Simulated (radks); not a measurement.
Q: Species: the neodymium ion Nd4+. Configuration: [Xe] 4f2. Method: Dirac Kohn-Sham, LDA (Slater exchange, Perdew-Wang correlation), spin-unpolarised, spherical densities, finite nucleus; open shells fill j = l - 1/2 first; Fermi nuclear charge, rms radius 4.9123 fm; computed with a radial shooting solver on a logarithmic mesh with Libxc functionals. Some entries of the table are withheld. Estimate them.

orbital,occ.,eigenvalue (Ry),<r> (bohr),<1/r> (bohr^-1)
1s1/2,2,-3187.234,(1),65.99
2s1/2,2,-518.5876,0.1006,15.62
2p1/2,2,(2),0.08426,(3)
2p3/2,4,(4),0.09067,(5)
3s1/2,2,-115.5917,0.2663,(6)
3p1/2,2,-103.7976,(7),5.573
3p3/2,4,-96.18513,(8),5.176
3d3/2,4,-75.55209,0.2396,5.048
3d5/2,6,-73.90582,0.2435,4.948
4s1/2,2,-26.00234,0.6052,2.365
4p1/2,2,-21.53863,0.6205,2.263
4p3/2,4,-19.85383,0.6483,2.130
4d3/2,4,-12.48474,0.6925,1.919
4d5/2,6,-12.18300,0.7022,1.886
5s1/2,2,-6.11273,1.397,0.9586
5p1/2,2,-4.80575,1.531,0.8653
5p3/2,4,-4.52414,1.599,0.8211
4f5/2,2,-3.69923,0.8960,1.417
4f7/2,0,-3.66117,0.9031,1.406

A: 
(1) 1s1/2 <r> (bohr): 0.02365
(2) 2p1/2 eigenvalue (Ry): -491.0434
(3) 2p1/2 <1/r> (bohr^-1): 15.61
(4) 2p3/2 eigenvalue (Ry): -452.8756
(5) 2p3/2 <1/r> (bohr^-1): 14.03
(6) 3s1/2 <1/r> (bohr^-1): 5.655
(7) 3p1/2 <r> (bohr): 0.2559
(8) 3p3/2 <r> (bohr): 0.2684
